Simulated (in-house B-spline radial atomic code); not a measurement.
## RPA and G0W0 on wB97X: neutral caesium

Configuration [Xe] 6s1, highest spin, mean-field start wB97X. Computed with a B-spline radial code for spherical atoms: all electrons, scalar-relativistic (spin-free one-electron X2C), finite nucleus, each spin shell either full or empty, empty states to l = 9 with an (l + 1/2)⁻⁴ tail; G0W0 by contour deformation at full frequency.

RPA overbinds a lone outer s electron by self-correlation, and G0W0 tends to as well.

Command:
```bash
python run_gw.py task.json out
```
Settings (radii: box in bohr, nucleus in fm):
```
Z                        55
electrons                55
configuration            [Xe] 6s1
hamiltonian              x2c
method                   wb97x
lmax                     9
rms_radius               4.8041
spin_polarised           True
box_radius               40
intervals                72
ion_configuration        [Kr] 4d10 5s2 5p6
```

Time taken, with all properties: 23 s on 1 thread of Arm Neoverse N1 (shared host).

Energies (hartree):

```
                                     term        value
                         mean-field total  -7786.46518
Hartree-Fock functional on these orbitals  -7783.11290
                      direct second order      -4.7171
                    second-order exchange       1.2837
                         SOSEX correction       1.2034
```

(1) What is the RPA correlation energy, and what remains with SOSEX?

Quasi-particle levels (eV):

```
  level  occupied  mean field  Σx - vxc     Σc  QP weight     G0W0
  6s up       yes      -3.618      0.16      ?          ?        ?
5p down       yes     -17.414     -0.69  -0.27      0.868  -18.373
  5p up       yes     -17.418     -0.79  -0.23      0.857  -18.441
```

G0W0 = mean field + (Σx - vxc) + Σc, with Σc (partial-wave tail included) taken at the quasi-particle energy. Only the outer levels were computed. Levels of low weight are left out.

(2) Where does G0W0 put 6s up?

(3) What does it cost to remove one electron (to [Kr] 4d10 5s2 5p6) by differences of total energies, each species on its own start (correlation terms add to the Hartree-Fock functional)?

Answers

(1) RPA gives -4.1674 hartree (-2.06 eV per electron); RPA + SOSEX gives -2.9639, and the second-order doubles -3.4333 hartree (no singles). RPA lacks exchange-type terms and so overcorrelates at short range.

(2) At -4.092 eV, with Σc = -0.63 eV and a quasi-particle weight of 0.949. The tabulated removal energy is 3.894 eV (NIST, measured); the calculation leaves out spin-orbit coupling, Breit and QED terms, and what these don't explain is the method's own error.

(3) wB97X 3.595 eV, Hartree-Fock functional 3.437 eV, + RPA 3.985 eV, + RPA + SOSEX 3.757 eV, + second order 3.973 eV. Tabulated: 3.894 eV (NIST, measured); the calculation leaves out spin-orbit coupling, Breit and QED terms, and what these don't explain is the method's own error.
